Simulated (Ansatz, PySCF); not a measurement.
This PySCF input computes a r2SCAN/def2-TZVPD energy:

```python
from pyscf import gto, scf, dft

mol = gto.M(
    atom='''
    C     1.48192167   -1.57840757   -0.20721912
    Si    0.16201532   -0.48578074    0.03855677
    C    -1.44672884   -1.22941654    0.67316683
    Cl    0.27648696    1.26731704    1.41520614
    Cl   -0.34938748    0.57906127   -1.74315253
    H     2.36503960   -1.27366425   -0.76020021
    H     1.67874592   -2.30721557    0.57763357
    H    -2.19125508   -0.45711762    0.86859186
    H    -1.84223311   -1.94032230   -0.05417172
    H    -1.25035994   -1.76223648    1.60775392
    ''',
    basis='def2-tzvpd',
    charge=-1,
    spin=0,
    verbose=4,
)

mf = dft.RKS(mol, xc='r2scan').density_fit(auxbasis='def2-universal-jkfit')
mf.grids.level = 4
mf.conv_tol = 1e-9
mf.max_cycle = 100
mf.max_memory = 1500
mf.kernel()
if not mf.converged:
    mf = mf.newton()
    mf.kernel(mf.make_rdm1())
mf.analyze()
```

Task: Write an input for the same energy in Ansatz (a first-principles code) and say what it gives.

Result: 
Ansatz 0.2 input:
```yaml
crystal:
  periodic: [false, false, false]
  atoms:
    - {symbol: C, position_ang: [1.48192167, -1.57840757, -0.20721912]}
    - {symbol: Si, position_ang: [0.16201532, -0.48578074, 0.03855677]}
    - {symbol: C, position_ang: [-1.44672884, -1.22941654, 0.67316683]}
    - {symbol: Cl, position_ang: [0.27648696, 1.26731704, 1.41520614]}
    - {symbol: Cl, position_ang: [-0.34938748, 0.57906127, -1.74315253]}
    - {symbol: H, position_ang: [2.36503960, -1.27366425, -0.76020021]}
    - {symbol: H, position_ang: [1.67874592, -2.30721557, 0.57763357]}
    - {symbol: H, position_ang: [-2.19125508, -0.45711762, 0.86859186]}
    - {symbol: H, position_ang: [-1.84223311, -1.94032230, -0.05417172]}
    - {symbol: H, position_ang: [-1.25035994, -1.76223648, 1.60775392]}
basis:
  gaussian:
    orbitals: def2-TZVPD
hamiltonian:
  xc: {name: r2SCAN}
total_charge: -1
output: {forces: true}
```
It gives -1289.18581 Eh, and PySCF -1289.18586 Eh, a difference of 0.05 mEh, from the treatment of integrals and grids.

It need not be the lowest isomer of its formula. Whether it binds its extra electron was not tested at this geometry.
